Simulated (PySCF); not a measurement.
# Molecular orbitals of CaBr

r²SCAN at R = 2.593 Å; Ca 6-31G(d,p), Br 6-31G(d,p); no relativity (PySCF 2.14). State: ²Σ⁺ (doublet), unpaired electrons σ ↑. Only the outer orbitals are listed, counted within each symmetry.

```tsv
spin	orbital	occ.	ε (eV)	on Ca (%)	main shells (%)
α	5π	1	-28.87	100	100 Ca p
α	5π	1	-28.87	100	100 Ca p
α	11σ	1	-28.77	99	99 Ca p
α	12σ	1	-18.34	3	97 Br s
α	13σ	1	-7.33	14	85 Br p
α	6π	1	-6.67	7	93 Br p
α	6π	1	-6.67	7	93 Br p
α	14σ	1	-3.98	98	82 Ca s, 11 Ca p
α	7π	0	-2.01	99	53 Ca d, 46 Ca p
α	7π	0	-2.01	99	53 Ca d, 46 Ca p
α	2δ	0	-1.95	100	100 Ca d
β	5π	1	-28.79	100	100 Ca p
β	5π	1	-28.79	100	100 Ca p
β	11σ	1	-28.61	99	99 Ca p
β	12σ	1	-18.31	3	97 Br s
β	13σ	1	-7.27	13	86 Br p
β	6π	1	-6.66	6	94 Br p
β	6π	1	-6.66	6	94 Br p
β	14σ	0	-2.61	99	83 Ca s, 13 Ca p
β	7π	0	-1.39	99	66 Ca d, 33 Ca p
β	7π	0	-1.39	99	66 Ca d, 33 Ca p
```

Task: Which are the highest filled and the lowest empty level, where do they sit, and how wide is the gap?

Result: Highest filled α 14σ at -3.98 eV (in %: 82 Ca s, 11 Ca p); lowest empty β 14σ at -2.61 eV (in %: 83 Ca s, 13 Ca p); the gap at r²SCAN is 1.37 eV.

* bond order (Mayer): 0.99
* ⟨S²⟩: 0.750
* charge on Ca (Mulliken, basis-dependent): 0.43
* charge on Ca (Löwdin, basis-dependent): 0.14
* dipole moment (positive dipole means Ca(−)Br(+)): -4.52 D

Spin–orbit coupling is left out. The state is the lowest determinant that a PBE0 search found; another state may lie lower at other levels.
